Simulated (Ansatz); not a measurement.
Geometry optimisation, RKS PBE0-D4/STO-3G in Ansatz 0.2.0.

Input file:

```yaml
crystal:
  periodic: [false, false, false]
  atoms:
    - { symbol: B, position_ang: [0.4286, 0.9084, 0.5989] }
    - { symbol: Si, position_ang: [-0.3681, -0.5744, -0.3528] }
    - { symbol: F, position_ang: [0.74465, -1.85789, -0.52669] }
    - { symbol: Cl, position_ang: [-2.03407, -1.20307, 0.832] }
    - { symbol: H, position_ang: [-0.1124, 1.319, 1.5749] }
    - { symbol: H, position_ang: [1.33, 1.5215, 0.1532] }
    - { symbol: H, position_ang: [-0.80873, -0.13542, -1.65943] }
basis:
  gaussian: { orbitals: STO-3G }
hamiltonian:
  xc: pbe0
  dispersion: d4
relax:
  f_tol: 0.015
  max_steps: 40
```

Command:

```bash
$ ansatz run input.yaml --threads 1 --pin off --max-ram 2048MiB --backend cpu --events-out ev --progress --plain --runs-dir out
```

**Question.** Where does it end, and by what steps?

**Answer.** The forces met the threshold. Limits of this set-up: minimal basis. After 20 steps the energy has fallen by 0.218 eV; H6 moved furthest, 1.16 Å.

```csv
step,energy less start (eV),largest force component (eV/Å),accepted
0,0.0000,1.838,yes
1,-0.0788,1.118,yes
2,-0.1655,0.672,yes
3,-0.1730,0.454,yes
4,-0.1821,0.312,yes
5,-0.1868,0.286,yes
6,-0.1965,0.018,yes
7,-0.1997,0.280,yes
8,-0.2052,0.061,yes
9,-0.2019,0.475,no
10,-0.2039,0.244,no
11,-0.2075,0.027,yes
12,-0.2098,0.069,yes
13,-0.2094,0.423,no
14,-0.2107,0.132,yes
15,-0.2141,0.050,yes
16,-0.2147,0.266,yes
17,-0.2168,0.107,yes
18,-0.2181,0.040,yes
19,-0.2183,0.015,yes
20,-0.2184,0.008,yes
```

```xyz
7
Properties=species:S:1:pos:R:3
B 0.411 0.958 0.604
Si -0.359 -0.527 -0.424
F 0.704 -1.648 -0.949
Cl -1.592 -1.450 1.037
H -0.212 1.938 0.768
H 1.468 0.876 1.104
H -1.241 -0.169 -1.521
```

Time of the run: 32 s on 1 thread of Arm Neoverse V2, with other jobs on the host, peak memory 0.14 GiB.
